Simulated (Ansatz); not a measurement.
Species: CCl2, charge 0, multiplicity 1. SMILES: [C](Cl)Cl
Coordinates optimised at B3LYP-D3(BJ)/def2-TZVP (Ansatz, a quantum-chemistry and plane-wave program):
```
C
Cl 1 1.7242
Cl 1 1.7242 2 109.61
```

Atomisation energy built up term by term with Ansatz (kcal/mol; UHF references for open shells; valence terms freeze the core; atomic spin-orbit terms are left out). CBS marks a two-point X^-3 extrapolation of the correlation energy; Hartree-Fock from the larger set.

The Hartree-Fock reference is unstable (checked in the largest basis), which strains HF and MP2. 

| term | basis | kcal/mol |
|---|---|---|
| Hartree-Fock | cc-pV(Q+d)Z | [?] |
| CCSD correlation | CBS(cc-pV(T+d)Z,cc-pV(Q+d)Z) | 72.45 |
| (T) | CBS(cc-pV(T+d)Z,cc-pV(Q+d)Z) | [?] |
| core correlation | cc-pwCVTZ | 0.74 |
| scalar relativity (X2C) | cc-pVTZ-DK against cc-pVTZ | -0.25 |
| sum: De |  | [?] |

Question: Some entries are withheld; supply them.

Answer: 
- Hartree-Fock, kcal/mol: 92.25
- (T), kcal/mol: 10.86
- sum: De, kcal/mol: 176.1
